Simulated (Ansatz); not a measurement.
Species: C3H5Cl, charge 0, singlet. C3H5Cl (SMILES C=C(C)Cl).
B3LYP-D3(BJ)/def2-TZVP minimum from Ansatz (a first-principles code):
```
C
C 1 1.3238
H 2 1.0798 1 122.22
H 2 1.0821 3 118.17 1 180.00
C 1 1.4915 2 126.62 3 180.00
H 5 1.0899 1 110.23 2 0.00
H 5 1.0919 6 108.94 1 121.60
H 5 1.0919 6 108.94 7 116.80
Cl 1 1.7579 2 119.75 3 0.00
```
Charge 0, spin multiplicity 1.

Total energies in cc-pV(D+d)Z, 24 correlated electrons, 8 frozen orbitals. Radicals and triplets start from unrestricted determinants; spin-orbit coupling is neglected. Correlated methods leave the cores frozen. No relativity.

| method | program | energy (Eh) | minus CCSDT(Q) (mEh) |
|---|---|---|---|
| HF | Ansatz | -576.00871 | 620.29 |
| MP2 | Ansatz | -576.55996 | 69.05 |
| CCSD | Ansatz | -576.60725 | 21.76 |
| CCSD(T) | Ansatz | -576.62673 | 2.28 |
| CCSDT(Q) | Ansatz | -576.62901 | 0.00 |

Rough core times of Ansatz's runs on a shared machine: CCSD(T) under 20 s, CCSDT(Q) 20 min.
